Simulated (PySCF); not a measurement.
C₃H₆BNO, SMILES CB(C)OC#N.

The structure is a stationary point at B3LYP-D3(BJ)/def2-SVP. The structure was generated by enumeration, and PubChem lists no compound with its InChIKey, so it may never have been made. One conformer was computed; it need not be the lowest.

Two levels are set side by side: PBE/def2-TZVP (PySCF) and M06-2X/def2-TZVP (PySCF). Same geometry, gas phase. Differences are taken from unrounded values.

| quantity | M06-2X |
|---|---|
| orbital gap (eV) | 10.47 |
| highest occupied level (eV) | -10.38 |
| lowest empty level (eV) | 0.09 |
| dipole moment (D) | 4.31 |
| mean polarisability (bohr³) | 55.8 |

Q: What does PBE give, and how far is it from M06-2X? (The exact figures need the calculation; the answer reports its results.)

A: 
| quantity | PBE | PBE minus M06-2X |
|---|---|---|
| orbital gap (eV) | 5.72 | -4.75 |
| highest occupied level (eV) | -7.59 | 2.79 |
| lowest empty level (eV) | -1.87 | -1.96 |
| dipole moment (D) | 4.24 | -0.07 |
| mean polarisability (bohr³) | 59.3 | 3.5 |

PBE's occupied levels lie high since its potential decays too fast outside the molecule; exact exchange lowers them and widens the gap. PBE's more diffuse valence density responds more strongly to a field. Differences between two approximate levels are no errors against the true value.

Rough cost on one machine, each run with all the roots and properties that it gave: M06-2X against PBE about 3 times.
